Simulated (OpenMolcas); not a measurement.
# What dynamic correlation does to the levels of Rh6+

| Item | Value |
| --- | --- |
| Program | OpenMolcas |
| Basis | ANO-RCC-VTZP [7s6p4d2f1g] |
| Scalar Hamiltonian | DKH2, point nucleus |
| Active space | 3 electrons in 10 orbitals (4d 5d) |
| State averaging | 2S+1 = 4 even, 10 roots; 2S+1 = 2 even, 40 roots |
| Spin-orbit coupling | state interaction with AMFI integrals over the reference wave functions, term energies averaged over their components |

Methods on the same reference wave functions:
A. CASSCF
B. SS-CASPT2, IPEA 0.25 Eh, imaginary shift 0.1 Eh (closed shells correlated: 4s 4p)
C. MS-CASPT2, IPEA 0.25 Eh, imaginary shift 0.1 Eh (closed shells correlated: 4s 4p)
D. XMS-CASPT2, IPEA 0.25 Eh, imaginary shift 0.1 Eh (closed shells correlated: 4s 4p)

Energies in cm⁻¹ above 4d³ ⁴F_3/2.

```csv
Level,A,B,C,D
4d³ ⁴F_3/2,0.0,0.0,0.0,0.0
4d³ ⁴F_5/2,1828,1882,1881,1864
4d³ ⁴F_7/2,4040,4100,4100,4080
4d³ ⁴F_9/2,6437,6440,6440,6450
4d³ ⁴P_3/2,17850,14880,14890,15230
4d³ ⁴P_1/2,18017,15150,15150,15410
4d³ ²G_7/2,20201,18000,17990,18810
4d³ ⁴P_5/2,20872,18040,18040,18270
4d³ ²G_9/2 [66 %],21294,19210,19200,19920
4d³ ²P_1/2,26378,22900,22900,23650
4d³ ²H_9/2 [69 %],27677,25600,25600,26220
4d³ ²H_11/2,27815,25770,25770,26320
4d³ ²D_5/2(1),30413,26770,26750,27700
4d³ ²P_3/2 [52 %],31792,28240,28250,29110
4d³ ²F_7/2,42570,37260,37260,38060
4d³ ²F_5/2,43166,37810,37810,38590
4d³ ²D_5/2(2),65358,58430,58440,58560
4d³ ²D_3/2(2),65989,59020,59000,59080
```

Among B to D the level of the table that moves most is 4d³ ²D_5/2(1), by 950 cm-1 (lowest in C, highest in D). Moves below CASPT2's spread within the term are not significant.

From A to B the spin-free energies of the other terms of 4d³ shown, above ⁴F, scale by factors of 0.82 to 0.91, as is usual when dynamic correlation screens the repulsion within a d or f shell.

The lowest spin-free term lies below A's lowest term by 0.300 hartree in B, 0.300 hartree in C, 0.304 hartree in D.

Term energies are means over components that CASPT2 splits; among the terms shown or strongly mixed into the levels shown the widest spread is 2200 cm-1 (4d³ ⁴F, D). Active for correlation alone: 5d; no level in the range computed is led by a configuration that fills it, so any true level of that kind is missing. Without dynamic correlation excited terms often stand tens of per cent too high (terms of higher spin than the ground term too low), and those without a measured partner can miss by more than the paired ones (holds for A). Levels of configurations outside the active space are missing. The table leaves out levels that lie high or whose names do not pair safely across all columns.

A share in square brackets marks a mixed level and gives the weight of the term that names it, the lowest over the columns. A number in round brackets counts repeated terms of one configuration in the order of the reference energies.
